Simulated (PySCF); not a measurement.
H3NSeZn, singlet, at a GFN2-xTB geometry (such geometries of metal compounds can be far from the true shape).

Input for PySCF:
```python
from pyscf import gto, scf, dft, solvent

mol = gto.M(
    atom='''
Zn    0.04727820    0.41711943   -0.79986246
N    -0.19531761    2.08708080   -1.52256010
H    -0.93662495    2.19753724   -2.20237365
H     0.61170571    2.53916957   -1.93269758
Se   -0.00285027   -0.87371807    1.12321238
H     0.37070577   -2.15344071    0.59964480
''',
    basis='6-31g',
    verbose=3,
)

mf = dft.RKS(mol)
mf.xc = 'b3lyp'
mf.kernel()
```

Problem. What does this run give for the nuclear repulsion energy, HOMO energy, Mulliken (on the basis functions themselves) charges in atom order?

Solution. 
```json
{
 "nuclear_repulsion_energy": "372.4192 Eh",
 "HOMO energy": "-6.51 eV",
 "Mulliken (on the basis functions themselves) charges in atom order": "Zn1 0.45, N2 -0.86, H3 0.29, H4 0.29, Se5 -0.16, H6 -0.01"
}
```
